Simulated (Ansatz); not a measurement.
Reaction (substitution at a C–N bond): `CBN(C)C` + `C[O][Sn][OH]` → `C[O][Sn][O]C` + `CBNC`

Isolated molecules relaxed with PBE0-D4/def2-TZVP in Ansatz; ΔE leaves out vibrations. CCSD(T)/CBS adds triple-zeta CCSD(T) − MP2 to the extrapolated MP2 energy (def2 sets, frozen cores). DFT in def2-TZVPP. def2 core potentials past Kr. For Sn outer-core shells are correlated without core-valence functions, which leaves a few kJ/mol of doubt a bond. One conformer a species, not always the lowest.

`CBN(C)C`:

Z-matrix (Å, degrees):
```
C
B 1 1.570
H 1 1.092 2 116.7
H 1 1.096 2 109.5 3 122.6
H 1 1.096 2 109.5 3 -122.6
N 2 1.395 1 125.7 3 0.3
H 2 1.204 1 118.8 3 -179.8
C 6 1.444 2 125.5 1 0.0
C 6 1.445 2 122.2 1 -180.0
H 8 1.087 6 110.9 2 0.0
H 8 1.097 6 110.8 2 120.4
H 8 1.097 6 110.8 2 -120.4
H 9 1.089 6 109.8 2 -0.0
H 9 1.097 6 111.0 2 120.3
H 9 1.097 6 111.0 2 -120.3
```

`C[O][Sn][OH]`:

Z-matrix (Å, degrees):
```
C
O 1 1.399
H 1 1.099 2 112.4
H 1 1.095 2 109.2 3 119.0
H 1 1.099 2 112.4 3 -121.9
Sn 2 1.982 1 127.1 3 60.9
O 6 1.980 2 98.4 1 0.0
H 7 0.961 6 117.1 2 -0.0
```

`C[O][Sn][O]C`:

Cartesian coordinates in Å:
```
C -1.335 -1.069 -0.369
O -1.670 0.191 -0.880
Sn -0.696 1.881 -1.186
O 1.013 1.586 -0.241
C 1.500 0.623 0.650
H -0.280 -1.325 -0.524
H -1.942 -1.834 -0.867
H -1.541 -1.129 0.707
H 2.028 -0.178 0.118
H 2.213 1.093 1.337
H 0.709 0.161 1.254
```

`CBNC`:

```xyz
12

C    -0.593   -1.468   -1.218
B    -0.524   -0.097   -0.457
N     0.477    0.181    0.465
C     0.648    1.397    1.223
H     0.205   -2.169   -0.954
H    -0.555   -1.308   -2.301
H    -1.551   -1.964   -1.028
H    -1.342    0.765   -0.649
H     1.180   -0.520    0.649
H    -0.150    2.092    0.962
H     0.600    1.212    2.301
H     1.606    1.879    1.006
```

Q: Is it downhill or uphill in electronic energy at CCSD(T)/CBS, and by how much? (Estimate.)

A: The calculation gave: Uphill: ΔE = +9.1 kcal/mol.

Q: What do these levels give: revPBE-D4, PBE, RPA@PBE/def2-TZVPP, MP2/def2-QZVPP, SCS-MP2/def2-QZVPP, HF/CBS(def2)? (Best estimate.)

A: The calculation gave: revPBE-D4 8.7, PBE 7.9, RPA@PBE/def2-TZVPP 8.4, MP2/def2-QZVPP 10.1, SCS-MP2/def2-QZVPP 8.9, HF/CBS(def2) 4.8 kcal/mol.

Q: What do rigid-rotor, harmonic-oscillator terms from PBE0-D4/def2-TZVP frequencies (298.15 K, 1 bar) make of the CCSD(T)/CBS value? (An estimate is asked.)

A: Computed: ΔZPE = +0.2 kcal/mol, ΔH = +9.6 kcal/mol, ΔS = 6 J/(mol·K), ΔG = +9.2 kcal/mol. Modes under 50 cm⁻¹ make the entropy rough.

Largest T1 diagnostic among the species: 0.017.

At CCSD(T), def2-SVP lies −2.2 kcal/mol from the extrapolated value and def2-TZVPP +0.0 kcal/mol. In def2-TZVPP, CCSD(T) changes the Hartree–Fock value by +4.2 kcal/mol (the triples alone add +0.4 kcal/mol) and MP2 by +5.2 kcal/mol. From BLYP to BHLYP (50 % exact exchange), in def2-TZVPP and without D4, ΔE moves by +0.8 kcal/mol.
